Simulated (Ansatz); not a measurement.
`CB[SiH3]` and `CB[SiH2]BC` differ in one atom or group.

Ansatz, PBE0-D4/def2-TZVP geometries, multiplicity 1. Each molecule was computed in one conformer, which needn't be the lowest.

```tsv
property	`CB[SiH3]`
HOMO–LUMO gap (B3LYP/def2-TZVPP) / eV	5.72
HOMO energy (B3LYP/def2-TZVPP) / eV	-7.74
HOMO–LUMO gap (PBE/def2-TZVPP) / eV	3.89
size of the dipole moment (B3LYP/def2-TZVPP) / D	1.20
HOMO–LUMO gap (PBE0/def2-TZVPP) / eV	6.09
LUMO energy (PBE/def2-TZVPP) / eV	-2.81
```

Task: What does the change do to each property? (Estimate.)

Result: Computed: 
```json
{"property": "HOMO–LUMO gap (B3LYP/def2-TZVPP) / eV", "`CB[SiH2]BC`": "4.67", "shift": "-1.05"}
{"property": "HOMO energy (B3LYP/def2-TZVPP) / eV", "`CB[SiH2]BC`": "-7.09", "shift": "0.65"}
{"property": "HOMO–LUMO gap (PBE/def2-TZVPP) / eV", "`CB[SiH2]BC`": "3.00", "shift": "-0.89"}
{"property": "size of the dipole moment (B3LYP/def2-TZVPP) / D", "`CB[SiH2]BC`": "0.70", "shift": "-0.50"}
{"property": "HOMO–LUMO gap (PBE0/def2-TZVPP) / eV", "`CB[SiH2]BC`": "5.02", "shift": "-1.07"}
{"property": "LUMO energy (PBE/def2-TZVPP) / eV", "`CB[SiH2]BC`": "-3.16", "shift": "-0.35"}
```

With PBE0 the HOMO rises by 0.65 eV and the LUMO falls by 0.43 eV, so the gap narrows by about 1.08 eV. PBE moves the HOMO by 0.54 eV and ωB97M-V by 0.71 eV. Dipoles are sizes alone; their direction can turn.

B3LYP here is the variant with VWN-RPA as its local correlation; programs differ in this.
